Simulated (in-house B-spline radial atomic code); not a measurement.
Radial electron density of Rb V (Rb4+), [Ar] 3d10 4s2 4p3. Level of theory: scalar-relativistic (X2C) B3LYP, spin-polarised, spherical fractional occupations, exact exchange averaged over the configuration, Fermi nucleus of rms radius 4.2036 fm; calculated with a B-spline radial code for spherical atoms.

One-electron X2C: radii and densities carry no picture-change correction, so inner-shell <1/r> comes out high (for 1s by about 2 % at Z = 33, 5 % at 54, 10 % at 75, 30 % at 118) and <r> low.

Columns: r (bohr), 4πr²n(r) (electrons per bohr), bar.

```
 0.00144    1.335 #
 0.00175    1.856 #
 0.00212    2.556 ##
 0.00258    3.528 ###
 0.00314    4.838 ####
 0.00382    6.576 #####
 0.00464    8.829 #######
 0.00565    11.76 #########
 0.00686    15.36 ############
 0.00835    19.77 ################
  0.0101    24.72 ####################
  0.0123    30.32 ########################
   0.015    36.04 #############################
  0.0182    41.03 #################################
  0.0222    44.76 ###################################
   0.027    46.29 #####################################
  0.0328    45.38 ####################################
  0.0399    42.54 ##################################
  0.0485    39.34 ###############################
   0.059    38.03 ##############################
  0.0717    40.46 ################################
  0.0872    46.46 #####################################
   0.106    53.02 ##########################################
   0.129    55.49 ############################################
   0.157    50.86 ########################################
   0.191    41.24 #################################
   0.232    33.18 ##########################
   0.282    31.98 #########################
   0.343     36.4 #############################
   0.417    39.24 ###############################
   0.506    34.93 ############################
   0.616    24.63 ####################
   0.749    14.36 ###########
   0.911    8.246 #######
    1.11    5.983 #####
    1.35    4.943 ####
    1.64    3.468 ###
    1.99    1.797 #
    2.42   0.6354 #
    2.94   0.1467 
    3.58  0.01988 
    4.35 0.001493 
    5.29 5.452e-05
```

On this grid the curve has 3 maxima, near 0.027, 0.129, 0.417 bohr.

The 4s up radial function P(r) = rR(r), positive near the nucleus:

| r (bohr) | P |
| --- | --- |
| 0.000541 | 0.01686 |
| 0.000799 | 0.0237 |
| 0.00118 | 0.03319 |
| 0.00175 | 0.04636 |
| 0.00258 | 0.06382 |
| 0.00382 | 0.08692 |
| 0.00565 | 0.1156 |
| 0.00835 | 0.1484 |
| 0.0123 | 0.1795 |
| 0.0182 | 0.1972 |
| 0.027 | 0.1787 |
| 0.0399 | 0.09632 |
| 0.059 | -0.06333 |
| 0.0872 | -0.2519 |
| 0.129 | -0.3206 |
| 0.191 | -0.09538 |
| 0.282 | 0.3394 |
| 0.417 | 0.4988 |
| 0.616 | -0.001996 |
| 0.911 | -0.7606 |
| 1.35 | -0.97 |
| 1.99 | -0.531 |
| 2.94 | -0.1186 |
| 4.35 | -0.007971 |
